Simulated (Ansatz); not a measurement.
CH₆F₂O₂Si₂ (`O[Si@H](F)C[Si@@H](O)F`), relaxed with RKS PBE0-D4/def2-TZVP in Ansatz from a GFN2-xTB geometry. The force threshold is 0.005 eV/Å; the program also tests the step.

Charge 0, multiplicity 1.

Start:

```xyz
13

O    -0.201    2.660   -0.970
Si    0.084    1.407    0.011
F    -1.251    1.214    0.925
C     0.323   -0.261   -0.847
Si    0.343   -1.703    0.382
O    -0.961   -1.768    1.323
F     1.638   -1.450    1.315
H    -0.963    2.712   -1.540
H     1.126    1.884    0.889
H     1.251   -0.252   -1.413
H    -0.474   -0.426   -1.573
H     0.465   -3.033   -0.170
H    -1.380   -0.983    1.669
```

Question: By how much does the energy fall, and how many steps does the optimiser take? (Estimate.)

Answer: The calculation gave: 0.12 eV, in 10 steps.

Question: Which bonds change most? (Best estimate.)

Answer: Ansatz gave: Si2–C4 from 1.891 to 1.853 Å; C4–Si5 from 1.895 to 1.860 Å; Si5–H12 from 1.445 to 1.475 Å; Si2–H9 from 1.443 to 1.473 Å.

Question: Give the relaxed structure. (An estimate is asked.)

Answer: The calculation gave: 
```xyz
13

O    -0.303    2.628   -0.983
Si    0.091    1.425    0.044
F    -1.105    1.217    1.106
C     0.326   -0.223   -0.771
Si    0.331   -1.677    0.389
O    -1.060   -1.777    1.228
F     1.577   -1.468    1.371
H    -0.993    2.491   -1.633
H     1.267    1.902    0.792
H     1.263   -0.203   -1.337
H    -0.485   -0.383   -1.493
H     0.515   -2.979   -0.281
H    -1.424   -0.954    1.567
```
